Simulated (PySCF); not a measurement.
## C5H6OS: calculation and literature

Structure with atom numbers: `[CH3:1][O:2][c:3]1[cH:4][cH:5][s:6][cH:7]1` (H(Xn): hydrogen on atom n).

Theoretical values (PySCF): coordinates at the PBE0-D3(BJ)/def2-SVP level, σ from GIAO-HF/pcSseg-2. Non-relativistic, rapidly exchanging positions averaged, gas phase, a single conformation.

Reference values: estimated from measurements, as parent shift plus tabulated substituent increment (solution, not stated per compound (mostly CDCl3 or CCl4); Pretsch, Buehlmann, Badertscher, Structure Determination of Organic Compounds, 4th ed. (2009)).
| atoms | quantity | reference | computed |
| --- | --- | --- | --- |
| H(C5) | δ 1H | 7.14 | 7.56 |
| H(C4) | δ 1H | 6.73 | 6.94 |
| H(C7) | δ 1H | 6.21 | 6.14 |

Computed shifts are σ(ref) − σ with the named reference compound (TMS for H and C) calculated as an isolated molecule at the same level.

Q: How far are the unscaled 1H shifts from the references?

A: Mean signed difference +0.19 ppm, mean absolute 0.23 ppm over 3 comparisons; the largest is +0.42 ppm at H(C5) (hydrogen on an aromatic CH next to the ring sulfur).

3 of the 6 published NMR values on file for this molecule are compared.
